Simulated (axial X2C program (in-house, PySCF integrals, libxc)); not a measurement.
## Spin–orbit effects down a group: molecules with Mn, HF

Computed with an in-house relativistic program for diatomic molecules, spin-free (one-electron X2C) or two-component (2c: spin–orbit coupling with atomic mean-field Coulomb and Gaunt terms, which also bring small scalar terms), in Dyall basis sets with cores contracted in-house; open shells are unrestricted.

Basis sets: H dyall-v3z, Li dyall-cv3z, Mn dyall-cv3z, Na dyall-cv3z.

```json
{"molecule": "MnH", "spin-free state": "M_S = 3, Λ = 0", "Re (Å)": "1.778", "ωe (cm⁻¹)": "1550.6", "De (eV)": "1.49", "2c state": "Ω = 3", "Re 2c (Å)": "1.778", "ωe 2c (cm⁻¹)": "1550.0", "De 2c (eV)": "1.49"}
{"molecule": "LiMn", "spin-free state": "M_S = 3, Λ = 0", "Re (Å)": "3.224", "ωe (cm⁻¹)": "154.0", "De (eV)": "0.08", "2c state": "Ω = 3", "Re 2c (Å)": "3.225", "ωe 2c (cm⁻¹)": "153.7", "De 2c (eV)": "0.08"}
{"molecule": "NaMn", "spin-free state": "M_S = 3, Λ = 0", "Re (Å)": "3.756", "ωe (cm⁻¹)": "52.1", "De (eV)": "0.02", "2c state": "Ω = 3", "Re 2c (Å)": "3.759", "ωe 2c (cm⁻¹)": "51.9", "De 2c (eV)": "0.02"}
```

(1) Work out the shifts from the spin-free to the two-component result.

Each entry is the lowest single determinant of a limited PBE0 search at one distance. De goes to single-determinant-based atoms at the same level (for ions the charge split of lowest energy) and is withheld (n/a) where an atom does not fit its ground term or J level. Main or longest-lived isotopes. One determinant is a doubtful description, or other states lie close, for MnH, LiMn, NaMn; these need not be ground states, and all values refer to the states named. Some open-shell Ω = 0 determinants are out of reach, so the Ω given for MnH, LiMn, NaMn need not be the lowest component. With several unpaired electrons the Ω given is that of one determinant, not necessarily of the lowest component.

## Answers

(1) 

| molecule | 2c state | ΔRe (Å) | Δωe (cm⁻¹) | ΔDe (eV) |
| --- | --- | --- | --- | --- |
| MnH | Ω = 3 | 0.000 | -0.6 | 0.00 |
| LiMn | Ω = 3 | 0.001 | -0.3 | 0.00 |
| NaMn | Ω = 3 | 0.003 | -0.2 | 0.00 |

Shifts of one unit in the last digit are rounding.
